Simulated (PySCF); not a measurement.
[MnO4]3- by CASSCF and spin-orbit coupling

[MnO4]3-: Mn(V) (d2), charge -3. The structure is a PBE0-D3(BJ)/def2-TZVP, IEF-PCM water geometry optimised for multiplicity 3; coordination tetrahedral, point group Td, metal–donor distances 1.69 Å.

The d shell alone is too small an active space for [MnO4]3- (an active orbital has only 0.61 squared overlap with the free ion's shell): its levels, fitted parameters, g values and moments show what this model gives and aren't sound predictions.

```
5

Mn    0.000    0.000    0.000
O     0.976    0.976    0.976
O    -0.976    0.976   -0.976
O     0.976   -0.976   -0.976
O    -0.976   -0.976    0.976
```

Method (PySCF 2.14, density fitting): CASSCF(2,5) with orbitals averaged over all microstates of the shell, strongly contracted NEVPT2 on the averaged canonical orbitals; basis x2c-TZVPall on the metal, x2c-SVPall elsewhere; spin-free X2C; IEF-PCM water; spin-orbit coupling by state interaction with the mean-field operator over all roots.

Spin-free states:

```
2S+1  deg.  symmetry  free-ion term  CASSCF / cm⁻¹  NEVPT2 / cm⁻¹    f(ED)          occupations
   3     1       3A2        3F 1.00              0              0        –  1.0 1.0 0.0 0.0 0.0
   1     2        1E        1D 0.68          13559          11959        –  1.0 1.0 0.0 0.0 0.0
   3     3       3T2        3F 1.00          14832          19640        0  0.5 0.5 0.3 0.3 0.3
   1     1       1A1        1G 0.87          24014          21216        –  0.9 0.9 0.1 0.1 0.1
   3     3       3T1        3F 0.62          21734          25869  1.5e-02  0.4 0.4 0.4 0.4 0.4
   1     3       1T2        1D 0.73          27672          29268        –  0.5 0.5 0.3 0.3 0.3
   1     3       1T1        1G 1.00          30099          31388        –  0.5 0.5 0.3 0.3 0.3
   3     3       3T1        3P 0.62          35264          37457  4.9e-03  0.1 0.1 0.6 0.6 0.6
   1     2        1E        1G 0.68          41525          44356        –  0.0 0.0 0.7 0.7 0.7
   1     3       1T2        1G 0.73          45787          45078        –  0.0 0.0 0.7 0.7 0.7
   1     1       1A1        1S 0.87          63754          54130        –  0.1 0.1 0.6 0.6 0.6
```

Energies are counted from the ground state at NEVPT2 level. Weights follow the labels. f(ED) is the electric-dipole oscillator strength from the ground state at the fixed geometry, without vibronic coupling; occupations, where given, run over the ligand-field orbitals from the lowest.

## Spin-orbit levels

| E / cm⁻¹ | deg. | make-up |
| --- | --- | --- |
| 0.0 | 3 | 1.00 3A2 |
| 11941.6 | 2 | 1.00 1E |
| 19567.8 | 1 | 1.00 3T2 |
| 19605.3 | 3 | 1.00 3T2 |
| 19686.1 | 3 | 1.00 3T2 |
| 19690.1 | 2 | 0.99 3T2 |
| 21200.9 | 1 | 0.99 1A1 |
| 25785.0 | 3 | 1.00 3T1 |
| 25798.6 | 2 | 1.00 3T1 |
| 25978.0 | 3 | 1.00 3T1 |
| 26089.7 | 1 | 0.99 3T1 |
| 29265.3 | 3 | 1.00 1T2 |
| 31400.1 | 3 | 1.00 1T1 |
| 37354.3 | 1 | 1.00 3T1 |
| 37422.4 | 3 | 1.00 3T1 |
| 37534.2 | 2 | 1.00 3T1 |
| 37546.2 | 3 | 1.00 3T1 |
| 44377.7 | 2 | 1.00 1E |
| 45098.5 | 3 | 1.00 1T2 |
| 54160.4 | 1 | 1.00 1A1 |

## Magnetism

The ground multiplet follows a spin Hamiltonian with S = 1, g = 1.962, 1.962, 1.962, D = 0 (spin-orbit part alone); the lowest levels hold 100 % of the spin-free ground state. μeff is 2.79 μB at 300 K and 2.77 μB at 10 K; the spin-only value is 2.83 μB.

```csv
T / K,χT / cm³ K mol⁻¹,μeff / μB
2,0.963,2.77
5,0.963,2.77
10,0.963,2.77
20,0.964,2.78
30,0.964,2.78
50,0.965,2.78
75,0.966,2.78
100,0.967,2.78
150,0.969,2.78
200,0.972,2.79
250,0.974,2.79
300,0.976,2.79
```

Powder magnetisation at 2 K: 0.42 μB at 0.5 T, 0.81 μB at 1 T, 1.36 μB at 2 T, 1.66 μB at 3 T, 1.89 μB at 5 T, 1.94 μB at 7 T.

No frequencies were computed for the optimised geometry. Charge-transfer states lie outside this active space and may come lower than some of these levels. NEVPT2 lifts 3T2 from 14832 to 19640 cm⁻¹; on the d shell alone such lifts tend to overshoot. NEVPT2 on the d shell alone tends to put d–d bands too high for such charged or covalently bound ions.

The job took 7.6 s on one thread of Arm Neoverse N1 (shared host), with 104 basis functions, launched as `OMP_NUM_THREADS=1 python lf_run.py task.json out`.
